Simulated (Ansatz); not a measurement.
C2H3FSe (`CC(F)=[Se]`), relaxed with RKS PBE-D4/def2-SVP in the Gaussian-basis code of Ansatz from a rough embedded geometry. The force threshold is 0.03 eV/Å; the program also tests the step.

The species carries charge 0 and has multiplicity 1.

Start:

```xyz
7

C    -0.150   -0.583   -0.345
C     0.250    0.621    0.371
F     1.536    0.800    0.663
Se   -0.656    1.868    0.961
H    -0.941   -1.152    0.276
H    -0.712   -0.290   -1.321
H     0.673   -1.265   -0.606
```

**Question.** By how much does the energy fall, and how many steps does the optimiser take? (Best estimate.)

**Answer.** Ansatz gave: 66.44 kJ/mol, in 16 steps, 2 of them rejected.

**Question.** Which bonds change most? (An estimate is asked.)

**Answer.** The calculation gave: C2–Se4 from 1.651 to 1.770 Å; C1–H5 from 1.155 to 1.103 Å; C1–H6 from 1.163 to 1.112 Å; C1–C2 from 1.457 to 1.492 Å.

**Question.** Give the relaxed structure. (Best estimate.)

**Answer.** Ansatz gave: 
```xyz
7

C    -0.193   -0.591   -0.321
C     0.231    0.669    0.355
F     1.479    1.011   -0.012
Se   -0.682    1.662    1.500
H    -1.214   -0.884   -0.027
H    -0.141   -0.458   -1.424
H     0.520   -1.407   -0.071
```
